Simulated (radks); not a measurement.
Q: These are the eigenvalues of the occupied orbitals of an atom or ion with whole-number occupations (eV). Method: scalar-relativistic Kohn-Sham, LDA (Slater exchange, Perdew-Wang correlation), spin-polarised, spherical densities, point nucleus; computed with a radial shooting solver on a logarithmic mesh with Libxc functionals.

| orbital | eigenvalue |
|---|---|
| 1s down | -63191.43 |
| 1s up | -63191.43 |
| 2s up | -10757.77 |
| 2s down | -10757.75 |
| 2p up | -9467.478 |
| 2p down | -9467.462 |
| 3s up | -2437.340 |
| 3s down | -2437.340 |
| 3p up | -2050.209 |
| 3p down | -2050.208 |
| 3d up | -1584.681 |
| 3d down | -1584.673 |
| 4s up | -484.5107 |
| 4s down | -484.5046 |
| 4p up | -357.4202 |
| 4p down | -357.4136 |
| 4d up | -191.6646 |
| 4d down | -191.6528 |
| 5s up | -61.2573 |
| 5s down | -61.0313 |
| 5p up | -31.8984 |
| 5p down | -31.5723 |
| 4f up | -9.7921 |
| 4f down | -9.7261 |
| 6s up | -4.9652 |
| 6s down | -4.5759 |
| 5d up | -2.0950 |

Which element is it, and in what charge state? The configuration may be excited. Open shells, if any, are filled with parallel spins first.

A: Z = 71, lutetium, charge 0: Lu in [Xe] 4f14 5d1 6s2. The list shows which subshells hold electrons but not how many an open one holds; the 1s level, -2322.2 hartree, gives Z - s = 68.2 by -(Z - s)^2/2, which with screening and relativity narrows Z to a few neighbours, and the depths of the outer levels then fix element, charge and occupations together.
